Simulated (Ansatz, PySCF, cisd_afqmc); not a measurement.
System: C3H5Cl, charge 0, singlet. C3H5Cl (SMILES Cl/C=C/C).
B3LYP-D3(BJ)/def2-TZVP minimum from Ansatz (a program for electronic structure):
```
C
C 1 1.3231
H 2 1.0812 1 123.80
H 1 1.0847 2 119.00 3 180.00
C 1 1.4957 4 117.58 2 -180.00
H 5 1.0904 1 111.68 4 180.00
H 5 1.0934 6 108.21 1 -122.25
H 5 1.0934 6 108.21 7 -115.50
Cl 2 1.7403 3 112.81 1 180.00
```
Charge 0, spin multiplicity 1.

Atomisation energy term by term, kcal/mol (programs: Ansatz, cisd_afqmc). Open shells are spin-unrestricted; no spin-orbit coupling. Correlated methods leave the cores frozen. Rows without X2C or -DK are non-relativistic. AFQMC is phaseless with a CISD trial state; ± is one standard error, without the phaseless bias. Outlying blocks are dropped, and bars are widened where a walk drifts. Over all cases where full CI ran beside it in this data, AFQMC minus full CI had a median of +0.1 mEh and passed +0.4 mEh in a tenth of the cases. CBS(X,Y): correlation extrapolated as X^-3, Hartree-Fock from the larger set. A bracket is a step between two methods taken in the basis named. '+ core + X2C': CCSD(T) terms for core correlation (cc-pwCVTZ, 1s frozen past Ne) and scalar relativity (cc-pVTZ-DK). Where a partner has so few electrons that a lower coupled-cluster level is exact, that level stands in.

```json
[
 {"term": "Hartree-Fock", "basis": "cc-pV(Q+d)Z", "kcal/mol": "625.61"},
 {"term": "CCSD correlation", "basis": "CBS(cc-pV(T+d)Z,cc-pV(Q+d)Z)", "kcal/mol": "198.71"},
 {"term": "(T)", "basis": "CBS(cc-pV(T+d)Z,cc-pV(Q+d)Z)", "kcal/mol": "14.44"},
 {"term": "CCSDT(Q) - CCSD(T)", "basis": "cc-pV(D+d)Z", "kcal/mol": "0.56"},
 {"term": "core correlation", "basis": "cc-pwCVTZ", "kcal/mol": "3.62"},
 {"term": "scalar relativity", "basis": "X2C, cc-pVTZ-DK", "kcal/mol": "-0.74"},
 {"term": "minus zero-point energy", "basis": "Hessian by PySCF at B3LYP-D3(BJ)/def2-TZVP", "kcal/mol": "-44.39"},
 {"term": "sum: D0", "basis": "", "kcal/mol": "797.8"}
]
```

The step beyond CCSD(T) by other levels: AFQMC/CISD in cc-pV(T+d)Z 0.31 ± 0.23 kcal/mol.
